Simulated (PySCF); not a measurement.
NMR problem set

How the numbers were obtained: shieldings: GIAO PBE0/pcSseg-1, structure optimised with GFN2-xTB, in PySCF 2.14 (relativity neglected, averaged over atoms made equivalent by symmetry, fast rotation or ring inversion, one computed conformer, in vacuum).

Chemical shifts δ = σref − σ; TMS for $^{1}$H and $^{13}$C, all at this level. Splittings of carbon signals by F and P are missing where no couplings were computed. Where no couplings were computed, multiplicities follow the n + 1 count of equivalent neighbours, and m marks all less simple cases (inequivalent or close neighbours, rings, F or P nearby). Shifts are as computed. Against solution values, carbons near 30 ppm lie about +3 ppm off and those near 130 ppm about +5 ppm; carbons on Cl a further +6 ppm. Of 1211 compounds with measured shifts, 218 miss one by over three times the rms of a fit or turn the order of signals round; such compounds aren't used in these exercises. Carbons bonded to Cl come out too deshielded.

(1) C₅H₁₅PSi₂. $^{1}$H NMR (300 MHz, computed): δ 7.49 (m, 1H), 7.32 (m, 1H), 4.52 (m, 2H), 4.39 (m, 2H), 1.22 (m, 2H), 1.15 (m, 1H), 1.13 (m, 6H). $^{13}$C{$^{1}$H} NMR (computed): δ 158.6 (CH), 154.2 (CH), 20.9 (CH3), 17.5 (CH). Give a structure.

(2) C₉H₉Cl. $^{1}$H NMR (300 MHz, computed): δ 5.86 (d, 2H), 5.16 (m, 2H), 3.61 (s, 2H), 3.18 (m, 2H), 3.05 (m, 1H). $^{13}$C{$^{1}$H} NMR (computed): δ 138.9 (CH), 126.9 (CH), 69.4 (C), 54.7 (CH), 52.6 (CH2), 46.6 (CH). What is it?

Results:

(1) `InChI=1S/C5H15PSi2/c1-5(2)7-3-4-8-6/h3-5H,6-8H2,1-2H3/b4-3-`. 4 carbon signals for 5 carbons: some carbons are equivalent by symmetry or fast rotation. Carbon types of the structure: 3 × CH, 2 × CH3, leaving 6 H on heteroatoms. δC 158.6, 154.2: alkene CH; an sp2 carbon of a C=C bond. δC 20.9: methyl carbon; a saturated carbon with 1 carbon neighbour and no heteroatom attached. δC 17.5: sp3 CH bonded to Si. δH 7.49, 7.32: hydrogen on an alkene CH; olefinic region.

The data come from this structure; uniqueness wasn't tested.

(2) SMILES ClC[C@]12C=C[C@@H]3[C@H](C=C1)[C@@H]32. Rings plus π bonds: 5 (3 rings in the answer). 6 carbon signals for 9 carbons: some carbons are equivalent by symmetry or fast rotation. Carbon types of the structure: 1 × C, 7 × CH, 1 × CH2, which accounts for all hydrogens. δC 138.9, 126.9: alkene CH; as expected for a trigonal carbon in a double bond. δC 69.4: allylic quaternary sp3 carbon. δC 54.7, 46.6: three-membered-ring carbon; a saturated carbon with 3 carbon neighbours and no heteroatom attached. δH 5.86, 5.16: hydrogen on an alkene CH; a vinylic proton, deshielded by the sp2 carbon and the C=C anisotropy.

This is the structure that produced the data.
